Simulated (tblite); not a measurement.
All values are computed: GFN2-xTB (tblite) harmonic vibrations without scaling, gas phase. Errors from tens to a few hundred cm⁻¹ against measured bands are possible. Modes of hydrogen on silicon can be 10 to 20 % off. One conformer each. Thermal functions are those of the rigid rotor and harmonic oscillator, without mixing of conformers.

Question: Order these by their heat capacity Cp at 298.15 K, highest first (cal/(mol K)).
A. `O=P(O)(O)C1=CC=CS1`
B. `O[SiH2][C@@](C#C)(CCC)F`
C. `CC(=S)c1ccccc1C`
D. `C=C(C)[C@@]1(F)[SiH2][C@@H]1OC`
E. `C=C(SC)C(C)=O`

Answer: B (46.4), D (44.5), C (39.3), A (37.3), E (32.9).

```
                        SMILES  atoms  mass (u)  symmetry number  modes under 300 cm⁻¹  ZPE (kcal/mol)  S translation (cal/(mol K))  S rotation  S vibration      S    Cp
       C#C[C@@](F)(CCC)[SiH2]O     20    146.06                1                    10            94.8                         40.9        30.0         39.2  110.1  46.4
C=C(C)[C@@]1(F)[SiH2][C@@H]1OC     20    146.06                1                     9            94.9                         40.9        29.6         34.1  104.6  44.5
               CC(=S)c1ccccc1C     20    150.05                1                     7           100.0                         41.0        30.0         27.1   98.0  39.3
              O=P(O)(O)c1cccs1     14    163.97                1                     7            55.1                         41.2        29.6         27.2   98.1  37.3
                 C=C(SC)C(C)=O     15    116.03                1                     6            72.5                         40.2        28.2         25.1   93.5  32.9
```

Entropies and Cp are for 298.15 K and 1 bar.
